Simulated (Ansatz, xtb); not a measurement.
# Ranking isomers of FH5PSi2

9 gas-phase structures of FH5PSi2, found in a search over its isomers (lower ones may exist). Each was relaxed with GFN2-xTB; where two conformers were screened, the lower at r2SCAN-D4/def2-SVP//GFN2-xTB is listed:

A. `F[SiH2]P[SiH2]`, a doublet
B. `F[Si]([SiH3])P`, a doublet
C. `F[SiH2][SiH2][PH]`, a doublet
D. `F[SiH]P[SiH3]`, a doublet
E. `F[Si@H]([SiH2])P`, a doublet
F. `F[Si@H]([SiH3])[PH]`, a doublet
G. `F[SiH][SiH2]P`, a doublet
H. `F[SiH2][P][SiH3]`, a doublet
I. `F[SiH2][SiH]P`, a doublet

Q: Estimate their order in r2SCAN-D4/def2-SVP//GFN2-xTB energy at these geometries, lowest first.

A: Calculated order at r2SCAN-D4/def2-SVP//GFN2-xTB: H (0.0), A (4.7), F (7.1), C (7.3), D (9.5), I (11.4), E (12.4), B (13.7), G (19.9) kcal/mol. Less than 1 kcal/mol parts F and C, so the order within that pair means little.

Energies above the lowest of each column, in kcal/mol; the last columns are at r2SCAN-D4/def2-SVP geometries and were run for some of them only (a dash: not run or not comparable):

```tsv
structure	GFN2-xTB	HF/STO-3G	r2SCAN-D4/def2-SVP//GFN2-xTB	r2SCAN-D4/def2-SVP	CCSD(T)/def2-SVP + ΔMP2/def2-TZVPP
H	0.0	0.0	0.0	0.0	0.0
A	10.7	16.9	4.7	5.3	8.3
F	16.4	2.7	7.1	6.7	8.9
C	13.3	2.9	7.3	6.7	–
D	11.4	17.1	9.5	–	–
I	15.8	20.1	11.4	–	–
E	22.9	22.8	12.4	–	–
B	18.7	19.6	13.7	–	–
G	20.5	27.1	19.9	–	–
```

Every level run on H puts it lowest or level with the lowest. Flexible structures stand in one conformer each, not always the lowest. Frequencies (r2SCAN-D4/def2-SVP) were run for A, F, H alone. Open shells are spin-unrestricted. ΔMP2 is the change of the MP2 energy from the smaller to the larger basis.

Over these structures GFN2-xTB departs from r2SCAN-D4/def2-SVP//GFN2-xTB by 2.8 kcal/mol on average once a common shift is removed. A GFN2-xTB relaxation took about 0.15 s and the r2SCAN-D4/def2-SVP//GFN2-xTB energy about 2.3 s on a shared host (Ansatz 0.2.0, xtb 6.7.1).
